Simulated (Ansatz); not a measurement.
Diatomic TiF+, multiplicity 3 (lowest of 2S+1 = 1, 3, 5, 7 at CCSD(T)/def2-TZVPP on PBE0 minima; our sources give no spin for the ground state, which may be another). No spin–orbit coupling. Ti is treated without relativity.

Seven points along R, fitted to fifth degree in 1/R; most abundant isotopes. In def2 and cc sets the state is the lowest found near the PBE0 minimum, followed along R.

Correlated levels freeze the inner cores; with def2 sets outer-core shells near the valence are correlated too.

Codes used: Ansatz (an electronic-structure program) with Gaussian orbitals. Values without a source in brackets are computed.

What bond length and harmonic frequency does PBE0/def2-TZVPP give?

r_e = 1.739 Å, ω_e = 766 cm⁻¹.

What bond length and harmonic frequency does B2PLYP/def2-TZVPP give?

r_e = 1.753 Å, ω_e = 754 cm⁻¹.

What bond length and harmonic frequency does CCSD(T)/def2-TZVPP give?

r_e = 1.754 Å, ω_e = 752 cm⁻¹.
